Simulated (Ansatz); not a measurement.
Ansatz (an electronic-structure program) input:
A basis named .json is the Basis Set Exchange file of that set.

Ansatz 0.2 input:
```yaml
crystal:
  periodic: [false, false, false]
  atoms:
    - {symbol: H, position_ang: [-0.00644574, -0.10946203, -1.95909442]}
    - {symbol: Si, position_ang: [0.00777314, 0.04938620, -0.50151211]}
    - {symbol: N, position_ang: [-0.01415663, -0.08751590, 0.99751557]}
    - {symbol: H, position_ang: [-0.00328183, 0.03066650, 1.99765498]}
basis:
  gaussian:
    orbitals: aug-cc-pV_D+d_Z.json
total_charge: 1
magnetization: {spin_polarized: false}
correlation: {method: ccsd_t, electrons: outside_noble_gas}
output: {forces: true}
```

Problem. What final total energy does it print?

Solution. -344.48173 Eh (CCSD(T)/aug-cc-pV(D+d)Z). The basis has 73 functions.

It need not be the lowest isomer of its formula.
